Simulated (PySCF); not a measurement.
Ga(F)2(NHMe) (CH4F2GaN), SMILES C[NH][Ga]([F])[F].

Geometry: PBE-D3(BJ)/def2-SVP. The structure was generated by enumeration; whether it is a known compound was not checked. Other conformers were not sampled.

Calculation: PySCF with TDA-PBE/def2-SVPD.

Vertical excitations. The molecule is in vacuum. State labels are in the subgroup Cs.

Computed excitation energies, oscillator strengths and character:
```json
[
 {"state": "S1", "symmetry": "A\"", "energy (eV)": "4.00", "λ (nm)": "310", "f": "0.018", "main pairs": "HOMO→LUMO 99 %"},
 {"state": "S2", "symmetry": "A'", "energy (eV)": "5.85", "λ (nm)": "212", "f": "0.066", "main pairs": "HOMO→LUMO+1 81 %, HOMO−1→LUMO 16 %"},
 {"state": "S3", "symmetry": "A\"", "energy (eV)": "6.14", "λ (nm)": "202", "f": "0.001", "main pairs": "HOMO→LUMO+2 100 %"},
 {"state": "S4", "symmetry": "A\"", "energy (eV)": "6.57", "λ (nm)": "189", "f": "0.009", "main pairs": "HOMO→LUMO+3 99 %"},
 {"state": "S5", "symmetry": "A'", "energy (eV)": "6.73", "λ (nm)": "184", "f": "0.028", "main pairs": "HOMO−2→LUMO 79 %, HOMO−1→LUMO 17 %"},
 {"state": "S6", "symmetry": "A\"", "energy (eV)": "6.81", "λ (nm)": "182", "f": "0.000", "main pairs": "HOMO−3→LUMO 100 %"},
 {"state": "S7", "symmetry": "A'", "energy (eV)": "6.88", "λ (nm)": "180", "f": "0.214", "main pairs": "HOMO−1→LUMO 61 %, HOMO−2→LUMO 17 %, HOMO→LUMO+1 10 %"},
 {"state": "S8", "symmetry": "A'", "energy (eV)": "7.10", "λ (nm)": "175", "f": "0.016", "main pairs": "HOMO−4→LUMO 94 %"},
 {"state": "S9", "symmetry": "A\"", "energy (eV)": "7.31", "λ (nm)": "170", "f": "0.027", "main pairs": "HOMO−5→LUMO 55 %, HOMO→LUMO+4 44 %"},
 {"state": "S10", "symmetry": "A\"", "energy (eV)": "7.35", "λ (nm)": "169", "f": "0.021", "main pairs": "HOMO→LUMO+4 54 %, HOMO−5→LUMO 43 %"},
 {"state": "T1", "symmetry": "A\"", "energy (eV)": "3.58", "λ (nm)": "346", "f": "0", "main pairs": "HOMO→LUMO 100 %"},
 {"state": "T2", "symmetry": "A'", "energy (eV)": "4.81", "λ (nm)": "258", "f": "0", "main pairs": "HOMO→LUMO+1 99 %"},
 {"state": "T3", "symmetry": "A\"", "energy (eV)": "5.99", "λ (nm)": "207", "f": "0", "main pairs": "HOMO→LUMO+2 99 %"},
 {"state": "T4", "symmetry": "A'", "energy (eV)": "6.16", "λ (nm)": "201", "f": "0", "main pairs": "HOMO−1→LUMO 99 %"}
]
```
Triplets are in the Tamm–Dancoff approximation.
